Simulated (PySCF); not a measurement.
## NMR problem set

Theoretical values (PySCF 2.14): geometry: GFN2-xTB, GIAO PBE0/pcSseg-1 shieldings. Rapidly exchanging positions averaged, no solvent model, non-relativistic, one computed conformer.

δ = σ(ref) − σ, references computed at the same level: $^{1}$H (σ = 31.72 ppm), $^{13}$C (σ = 186.93 ppm) against TMS. Splittings of carbon signals by F and P are missing where no couplings were computed. Where no couplings were computed, multiplicities follow the n + 1 count of equivalent neighbours, and m marks all less simple cases (inequivalent or close neighbours, rings, F or P nearby). Shifts are as computed. Against solution values, carbons near 30 ppm lie about +3 ppm off and those near 130 ppm about +5 ppm. Of 1211 compounds with measured shifts, 218 miss one by over three times the rms of a fit or turn the order of signals round; such compounds aren't used in these exercises.

Question: C8H15P. $^{1}$H NMR (300 MHz, computed): δ 6.05 (m, 2H), 2.55 (m, 4H), 0.90 (m, 9H). $^{13}$C{$^{1}$H} NMR (computed): δ 138.0 (CH), 34.4 (CH2), 32.1 (C), 28.3 (CH3). Identify the compound.

Answer: SMILES CC(C)(C)P1CC=CC1. 4 carbon signals for 8 carbons: some carbons are equivalent by symmetry or fast rotation. Carbon types of the structure: 1 × C, 2 × CH, 2 × CH2, 3 × CH3, which accounts for all hydrogens. δC 138.0: alkene CH; as expected for a trigonal carbon in a double bond. δC 28.3: methyl carbon; a saturated carbon with 1 carbon neighbour and no heteroatom attached. δH 6.05: hydrogen on an alkene CH; olefinic region. δH 2.55: hydrogen on an allylic sp3 CH2 bonded to P; allylic position.

This is the structure that produced the data.

Question: C8H8FP. $^{1}$H NMR (500 MHz, computed): δ 9.37 (m, 1H), 7.69 (m, 1H), 7.63 (m, 1H), 7.52 (m, 1H), 7.49 (m, 1H), 2.67 (s, 3H). $^{13}$C{$^{1}$H} NMR (computed): δ 225.6 (CH), 147.8 (C), 142.8 (C), 138.1 (CH), 136.0 (CH), 134.5 (CH), 132.1 (CH), 25.4 (CH3). Identify the compound.

Answer: `Cc1ccccc1/P=C/F`. 8 carbon signals for 8 carbons: no two carbons are equivalent. Carbon types of the structure: 2 × C, 5 × CH, 1 × CH3, which accounts for all hydrogens. δC 225.6: carbon double-bonded to a heavier main-group atom. δC 147.8, 142.8: substituted aromatic carbon. δC 138.1, 136.0, 134.5, 132.1: aromatic CH; the aromatic region. δH 9.37: hydrogen on a carbon double-bonded to a heavier main-group atom.

The data come from this structure; uniqueness wasn't tested.
